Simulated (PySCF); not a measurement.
## Spinor energies of Sn¹⁸⁺ (tin, charge +18)

Start: [Ar] 3d10 4s2 4p2; 4p1/2 filled at m_j = -1/2, +1/2. Calculated with PySCF 2.14 in an uncontracted even-tempered set (18 s from 1 bohr⁻², ratio 2.8; 13 p from 1.4 bohr⁻², ratio 2.8; 9 d from 2.4 bohr⁻², ratio 2.8; 4 f from 7.4 bohr⁻², ratio 3): generalised Hartree-Fock with the X2C-1e Hamiltonian and a Gaussian nucleus; spin-orbit coupling (SO) screened by Boettger's factors.

```tsv
spinor shell	electrons	ε, screened SO (eV)	weight of nominal j (screened SO)	rms radius, screened SO (bohr)
1s1/2	2	-29834.7	1.000	0.0333
2s1/2	2	-5005.8	1.000	0.136
2p1/2	2	-4698.8	1.000	0.117
2p3/2	4	-4463.7	1.000	0.123
3s1/2	2	-1372.2	1.000	0.358
3p1/2	2	-1247.3	1.000	0.350
3p3/2	4	-1199.9	1.000	0.362
3d3/2	4	-982.00	1.000	0.333
4s1/2	2	-549.25	1.000	0.779
4p1/2	2	-504.12	1.000	0.810
```

(1) Where does 3d5/2 lie, and what is the 3d spin-orbit splitting (screened SO)?

```
   quantity  screened SO
E (hartree)  -6044.65150
        M_J            0
       ⟨J²⟩        0.000
       ⟨L²⟩        1.342
       ⟨S²⟩        1.342
```

Breit and QED terms are absent; they matter most for the inner s and p1/2 levels.

Densities and radii are taken from the X2C orbitals without a picture-change correction, which distorts them close to the nucleus.

## Answers

(1) At -972.09 eV, 9.914 eV above 3d3/2.
